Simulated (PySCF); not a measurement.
A run for PySCF: R-BP86/6-31G* on GeH7NSi (SMILES [SiH3][NH][GeH3]), a point of a torsion scan.

```python
from pyscf import gto, scf, dft, mp
from pyscf.data.elements import chemcore

mol = gto.M(
    atom='''
    Si    1.56238154    0.14317269    0.32686958
    N     0.12807804   -0.27380224   -0.55202424
    Ge   -1.60836233   -0.05307163   -0.09334861
    H     2.66278684   -0.43010165   -0.44888746
    H     1.70487796    1.60059286    0.44037349
    H     1.47450550   -0.43670541    1.66927429
    H     0.27728588   -0.61918359   -1.48667642
    H    -1.63719737    0.58750979    1.25204310
    H    -2.29594261   -1.38845216   -0.05736460
    H    -2.29887610    0.81577135   -1.10618843
    ''',
    basis='6-31g*',
    cart=True,
    charge=0, spin=0, verbose=3, max_memory=1800)
mf = dft.RKS(mol, xc='b88,p86')
mf.conv_tol = 1e-8
mf.max_cycle = 100
mf.kernel()
if not mf.converged:
    mf = mf.newton().run(mf.mo_coeff, mf.mo_occ)
```

Program output:

```
converged SCF energy = -2425.44875148086
```

The calculation finished and met its thresholds.

Cost: about 12 core-seconds (a rough figure).
